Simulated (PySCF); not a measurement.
C8H12, charge -1, doublet (typed; the unrestricted solution is spin-contaminated), geometry from GFN2-xTB (a state made from the parent by changing its charge; the spin is typed, not shown lowest) (in this run its highest filled SCF level lies above zero, so its values depend strongly on the basis, on diffuse functions most of all), with bond 13-4 at 1.6 times its length. Base run: DF-HF/6-31G in PySCF.

PySCF was given this input:
```python
from pyscf import gto, scf

mol = gto.M(
    atom='''
C    -0.69087412   -1.74553618   -0.18585767
C     0.68862544   -1.74702532   -0.18012278
C     1.52375294   -0.58781095   -0.54879789
C     1.52040289    0.58452485    0.56145313
C     0.69087412    1.74553618    0.18585767
C    -0.68862544    1.74702532    0.18012278
C    -1.52375294    0.58781095    0.54879789
C    -1.52040289   -0.58452485   -0.56145313
H    -1.20491430   -2.57513596    0.29530008
H     1.19685513   -2.57772862    0.30528478
H     1.17729101   -0.12804771   -1.47804495
H     2.56346734   -0.90412835   -0.69801976
H     3.18299211    1.08704221    0.81403561
H     1.16523511    0.12551900    1.48778336
H     1.20491430    2.57513596   -0.29530008
H    -1.19685513    2.57772862   -0.30528478
H    -1.17729101    0.12804771    1.47804495
H    -2.56346734    0.90412835    0.69801976
H    -1.16523511   -0.12551900   -1.48778336
H    -2.55952115   -0.89859820   -0.71931718
''',
    basis='6-31g',
    charge=-1,
    spin=1,
    verbose=4,
)

mf = scf.UHF(mol)
mf = mf.density_fit(auxbasis='def2-universal-jkfit')
mf.kernel()
mf.analyze()
```

The base run was repeated with changes; each row names its change, and settings that it needs were set with it.

```tsv
change	ΔE vs base (mEh)	SCF cycles	<S^2>	outcome
base	0.000	41	0.951	converged
solver = newton; init_guess = 1e	-4.697	-	1.185	another SCF solution
conv_tol = 1e-11	-	50	-	not converged
diis_space = 12	0.000	32	0.951	converged
DIIS = ADIIS	-	50	-	not converged
conv_tol = 1e-12	-	50	-	not converged
init_guess = 1e	-1.009	34	0.770	another SCF solution
init_guess = atom	4.671	30	0.769	another SCF solution
init_guess = huckel	4.671	50	0.769	another SCF solution
level_shift = 0.5 (with mf.max_cycle = 100)	-20.531	66	1.149	another SCF solution
conv_tol_grad = 1e-3	0.000	41	0.951	converged
init_guess = sap	-17.960	40	0.784	another SCF solution
diis_space = 4	-	50	-	not converged
```

A guess, shift, damping, solver or small numerical setting can't move a converged solution much, so rows marked as another SCF solution ended in a different state.

Open shells are given as the SCF converged; they aren't shown to be the lowest states, and a large step between rows can be another state.
